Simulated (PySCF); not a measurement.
Gas-phase reaction: 3 WO₂Cl₂ + 6 Cl → 3 WOCl₄ + O₃

Energies from PySCF, thermal terms from the rigid-rotor harmonic-oscillator model, ideal gas at 1 bar. † marks an energy on the PBE0/def2-TZVP geometry and frequencies; other levels use their own. Open shells (unrestricted): Cl (multiplicity 2); the rest are closed-shell singlets. Spin-orbit splitting is ignored; it lowers the true energy and changes the entropy of Cl. W: scalar-relativistic def2 core potential, no spin-orbit coupling. Strong static correlation: O₃.

| level | ΔH°(298 K), kJ |
|---|---|
| BLYP/def2-TZVP† | -457 |
| HF/def2-TZVP† | [?] |
| PBE/def2-SVP | [?] |
| PBE0/def2-TZVP | -526 |
| ωB97M-V/def2-TZVP† | -512 |

Problem. Complete the blanks.

Solution. 
- HF/def2-TZVP†, ΔH°(298 K), kJ: 181
- PBE/def2-SVP, ΔH°(298 K), kJ: -674
